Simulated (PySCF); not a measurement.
C3H7NOSi, SMILES [SiH2]1N=CO[C@@H]1C. Coordinates come from a B3LYP-D3(BJ)/def2-SVP optimisation. The structure was generated by enumeration; whether it is a known compound was not checked. Other conformers were not sampled.

Method: B3LYP-D3(BJ)/def2-SVP (PySCF).

Harmonic wavenumbers (cm⁻¹): 100, 241, 247, 352, 456, 509, 570, 669, 692, 746, 792, 826, 883, 980, 985, 993, 1048, 1127, 1131, 1254, 1335, 1359, 1395, 1455, 1476, 1685, 2231, 2236, 3028, 3064, 3115, 3116, 3127. Rotational constants (GHz): 4.358, 3.090, 2.031; symmetry number 1.

**Question.** Work out the zero-point energy and the ideal-gas rigid-rotor harmonic-oscillator thermochemistry at 298.15 K and 1 atm.

**Answer.** ZPE = ½ Σ hcν = ½ × 43221 cm⁻¹ = 258.52 kJ/mol. H − E(el) = 277.71 kJ/mol. Entropy in J/(mol K): translation 166.33, rotation 112.41, vibration 50.92, total 329.66. G − E(el) = 179.42 kJ/mol. Cp = 107.67 J/(mol K). Modes under 150 cm⁻¹ make the vibrational entropy uncertain.
